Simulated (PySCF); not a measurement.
# Excitation energy of Re by level of theory

Re [Xe] 4f14 5d5 6s2 (6S) → Re [Xe] 4f14 5d4 6s2 6p1 (high-spin determinant), as a difference of total energies. All numbers are calculated (PySCF 2.14, a scalar-relativistic core potential, in aug-cc-pwCVDZ-PP with ECP60MDF). Correlated levels: valence: 5s2 5p6 frozen; valence and next inner shell: nothing frozen outside the core potential. The calculations carry no spin-orbit coupling.

```tsv
method	excitation energy (cm⁻¹)
UHF	41764
LDA	46205
PBE	45578
PBE0	44994
r2SCAN	46934
MN15	42668
r2SCANh	46666
LC-wPBE	41574
MP2 (valence)	44919
SCS-MP2 (valence)	42031
MP2 (valence and next inner shell)	44890
SCS-MP2 (valence and next inner shell)	42705
```

The determinant of the upper state mixes LS terms, which raises its energy above the lowest term, most at the Hartree-Fock and MP2 levels.
